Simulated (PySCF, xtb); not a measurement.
CH₇F₂NSi₂, SMILES C[Si](F)(F)[SiH2]N. One conformer was computed; it need not be the lowest.

Harmonic wavenumbers (cm⁻¹) from GFN2-xTB (xtb 6.7.1) at its own minimum, in rising order: 8, 81, 95, 105, 153, 168, 201, 226, 251, 424, 441, 498, 614, 715, 730, 762, 774, 796, 807, 834, 844, 901, 1376, 1474, 1481, 1522, 2214, 2223, 3023, 3038, 3044, 3476, 3509.

Question: What does ωB97X-D3(BJ)/def2-SVP run with PySCF 2.14.0 give at its own minimum? (The exact figures need the calculation; the answer reports its results.)

Answer: 28, 80, 129, 149, 194, 239, 259, 271, 307, 451, 467, 529, 683, 719, 767, 784, 804, 852, 882, 937, 946, 985, 1287, 1431, 1438, 1561, 2206, 2245, 3069, 3175, 3180, 3604, 3698. Paired by order, the mean absolute difference is 58 cm⁻¹ and the zero-point energies are 52.6 and 54.8 kcal/mol.
